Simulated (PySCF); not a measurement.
Electric field gradients and quadrupole coupling constants

Species: C3H7FOSi.
Structure used (GFN2-xTB), in Å, numbered top down from 1:
```xyz
13
C3H7FOSi angstrom
O     -0.5550    1.6887    0.7301
C     -1.3849    0.8676    0.4584
C     -1.0429   -0.5648    0.1694
F     -2.1372   -1.1812   -0.4139
C      0.1980   -0.6688   -0.6900
Si     1.6576    0.3266    0.0540
H     -2.4600    1.1088    0.4028
H     -0.8928   -1.0757    1.1328
H     -0.0397   -0.2990   -1.6875
H      0.4607   -1.7205   -0.7950
H      1.7240    1.6843   -0.4672
H      2.8478   -0.3943   -0.4227
H      1.6200    0.2288    1.5109
```

Field gradients from the PBE0/pcSseg-1 density (PySCF, non-relativistic), principal values in atomic units, ordered |Vxx| ≤ |Vyy| ≤ |Vzz|:

| atom | Vxx | Vyy | Vzz |
| --- | --- | --- | --- |
| O1 | 0.4116 | 1.5231 | -1.9347 |

Task: Find the asymmetry η = (Vxx − Vyy)/Vzz and the couplings χ = eQV/h (234.96 MHz × Q in barn × V in au), with Q(17O) = −0.0256 b.

Result: 
```
atom      environment  nucleus     η  χzz (MHz)  χxx (MHz)  χyy (MHz)
  O1  aldehyde oxygen      17O  0.57      11.64      -2.48      -9.16
```

Task: What is Vzz at O1 in SI units (1 au = 9.71736 × 10²¹ V/m²)?

Result: -1.9347 au = -18.800 × 10²¹ V/m².

Task: And the gradient at the other heavy atoms, for which no coupling is worked out here?

Result: 
```
atom                  environment  Vzz (au)     η
  C2              aldehyde carbon     0.601  0.04
  C3               sp3 C–F carbon     0.523  0.06
  F4               alkyl fluorine     3.051  0.05
  C5  sp3 carbon bound to silicon     0.126  0.56
 Si6                 SiH3 silicon     0.229  0.77
```

Were the hydrogens deuterons (Q(2H) = 0.00286 b), χzz would run from 105 kHz (H12) to 210 kHz (H10).

The structure is a single GFN2-xTB conformer in the gas phase; no vibrational or solvent corrections. GFN2-xTB bond lengths can be off by several hundredths of an ångström, more for odd bonds, and the gradients follow them. The small basis limits the accuracy of the gradients.

The run behind these numbers computed NMR shieldings as well. Time: 11 s of wall time (with the writing of density and orbital grids); peak memory 0.70 GiB. Hardware: an AMD EPYC 9R45 with one thread (shared host).
